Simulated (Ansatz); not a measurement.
Consider the ligand exchange at the Se–Ge bond: `[Cl][Ge]([Cl])([Cl])[SeH]` + H₂Se → `[SeH][SeH]` + `[Cl][GeH]([Cl])[Cl]`.

Calculated with Ansatz (gas phase, PBE0-D4/def2-TZVP geometries, no zero-point term in ΔE). CCSD(T)/CBS is the MP2 limit (def2-TZVPP, def2-QZVPP) plus CCSD(T) − MP2 in def2-TZVPP, frozen cores. DFT in def2-TZVPP. For Ge, Se outer-core shells are correlated without core-valence functions, which leaves a few kJ/mol of doubt a bond. Scalar relativity is left out up to krypton. One conformer a species, not always the lowest.

(1) Is it downhill or uphill in electronic energy at CCSD(T)/CBS, and by how much? (An estimate is asked.)

(2) What do these levels give: r2SCAN0-D4, BHLYP-D4, B2PLYP, BLYP, PBE0, CCSD(T)/def2-SVP? (Estimate.)

Largest T1 diagnostic among the species: 0.009.

## Answers

(1) Computed: Uphill: ΔE = +14.4 kcal/mol.

(2) Ansatz gave: r2SCAN0-D4 14.0, BHLYP-D4 13.9, B2PLYP 13.2, BLYP 10.6, PBE0 12.4, CCSD(T)/def2-SVP 15.5 kcal/mol.

Leaving LDA and LC-ωPBE aside and taking each functional with its dispersion term where it has one, the values, not all of them listed here, spread over 1.5 kcal/mol, from B97M-V to PBE-QIDH. LDA lies +1.7 kcal/mol from PBE without D4. The D4 term adds +2.0 kcal/mol with B3LYP and +1.2 kcal/mol with PBE0; it sums over pairs of atoms, weighted by their polarisabilities, and B3LYP, whose exchange is more repulsive, gets the larger term. At CCSD(T), def2-SVP lies +1.1 kcal/mol from the extrapolated value and def2-TZVPP +0.6 kcal/mol.

B3LYP here is the variant with VWN-RPA as its local correlation; programs differ in this.
